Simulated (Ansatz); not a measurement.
Relaxation of Ti₂S₂ with RKS PBE-D4/def2-SVP.

```sh
$ ansatz run in.yaml --threads 4 --pin off --events-out ev --progress --plain --max-ram 4787MiB
```

```yaml
crystal:
  periodic: [false, false, false]
  atoms:
    - {symbol: Ti, position_ang: [0.257360, 0.781770, 1.629510]}
    - {symbol: Ti, position_ang: [-0.061620, 0.268340, -0.819590]}
    - {symbol: S, position_ang: [-1.825680, -0.242940, -1.852070]}
    - {symbol: S, position_ang: [1.629930, -0.807170, 1.042160]}
basis:
  gaussian: {orbitals: def2-SVP}
hamiltonian: {xc: pbe, dispersion: d4}
scf: {lower_state_search: "off"}
output: {orbitals: {seedname: orbitals}}
relax: {f_tol: 0.02, max_steps: 100}
```

It took 12 s on 4 threads of Arm Neoverse V1 on a shared host.

Positions (Å) and forces (eV/Å) at steps 1, 2, 3, 4, 5, 6, 7, 8, 9, 10 of 10:

```xyz
4
step=1 energy=-67867.5854 eV
Ti    0.257    0.782    1.630   -0.168   -0.448   -0.554
Ti   -0.062    0.268   -0.820    0.762   -0.587    0.569
S    -1.826   -0.243   -1.852    0.168    0.278    0.521
S     1.630   -0.807    1.042   -0.762    0.757   -0.536
4
step=2 energy=-67867.9755 eV
Ti    0.131    0.766    1.572   -0.695    0.146   -0.429
Ti    0.112    0.172   -0.799    0.321    0.217   -0.123
S    -1.767   -0.196   -1.676   -0.122    0.094    0.446
S     1.524   -0.742    0.903    0.496   -0.458    0.106
4
step=3 energy=-67868.3122 eV
Ti   -0.012    0.730    1.445   -0.445   -0.348   -0.930
Ti    0.243    0.186   -0.855    0.300    0.177   -0.027
S    -1.759   -0.158   -1.495    0.125    0.186    0.772
S     1.528   -0.758    0.905    0.020   -0.015    0.185
4
step=4 energy=-67868.7860 eV
Ti   -0.133    0.681    1.304   -0.642   -0.468   -1.276
Ti    0.349    0.201   -0.900    0.641    0.168    0.070
S    -1.729   -0.120   -1.311    0.062    0.260    1.101
S     1.513   -0.762    0.907   -0.061    0.039    0.105
4
step=5 energy=-67869.4284 eV
Ti   -0.251    0.633    1.158   -0.771   -0.581   -1.486
Ti    0.451    0.209   -0.937    0.722    0.093    0.067
S    -1.692   -0.079   -1.126    0.195    0.363    1.395
S     1.493   -0.764    0.904   -0.146    0.124    0.025
4
step=6 energy=-67870.0369 eV
Ti   -0.368    0.564    1.011   -0.573   -0.315   -0.849
Ti    0.554    0.198   -0.961    0.281    0.035   -0.127
S    -1.676   -0.021   -0.958    0.428    0.230    0.972
S     1.490   -0.741    0.907   -0.136    0.050    0.004
4
step=7 energy=-67870.0794 eV
Ti   -0.374    0.578    0.999   -0.496   -0.323   -0.733
Ti    0.571    0.220   -0.966    0.199    0.000   -0.102
S    -1.658   -0.043   -0.928    0.323    0.266    0.784
S     1.461   -0.755    0.895   -0.026    0.057    0.051
4
step=8 energy=-67870.0967 eV
Ti   -0.444    0.519    0.916    0.644    0.326    1.032
Ti    0.616    0.203   -0.988    0.240   -0.010    0.020
S    -1.646    0.007   -0.838   -0.739   -0.352   -0.910
S     1.473   -0.730    0.910   -0.144    0.037   -0.142
4
step=9 energy=-67870.1483 eV
Ti   -0.413    0.552    0.954    0.024   -0.038   -0.073
Ti    0.608    0.218   -0.983   -0.005   -0.015    0.076
S    -1.650   -0.024   -0.870   -0.002    0.019    0.019
S     1.455   -0.746    0.899   -0.017    0.034   -0.021
4
step=10 energy=-67870.1487 eV
Ti   -0.413    0.548    0.951   -0.011    0.004    0.005
Ti    0.608    0.215   -0.980   -0.003    0.002   -0.013
S    -1.653   -0.020   -0.871    0.005    0.001    0.002
S     1.459   -0.743    0.900    0.009   -0.007    0.006
```

The relaxation made no stability test and no search for a lower SCF solution. No other spin state of charge 0 was run. The structure comes from a short search, and lower isomers may exist.
